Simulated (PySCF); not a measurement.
B3LYP has the VWN-RPA correlation part, as in Gaussian. 

Cartesian coordinates (Å):
```xyz
9

C     -1.0104    -0.0752    -0.1608
N      0.0157     0.8142     0.4113
C      1.0049    -0.1055    -0.1777
O     -0.0202    -0.8927    -0.8060
H     -1.6086    -0.6344     0.5692
H     -1.6702     0.4094    -0.8867
H      0.0241     0.8077     1.4229
H      1.6667     0.3591    -0.9146
H      1.5981    -0.6827     0.5424
```
Charge 0, multiplicity 1.

**Question.** What is the computed dipole moment, HOMO, HOMO–LUMO gap, LUMO and total energy (B3LYP-D3(BJ)/def2-TZVP (PySCF 2.14.0))?

**Answer.** 
dipole moment: 1.74 D
HOMO: -6.55 eV
HOMO–LUMO gap: 7.20 eV
LUMO: 0.64 eV
total energy: -5693.46 eV
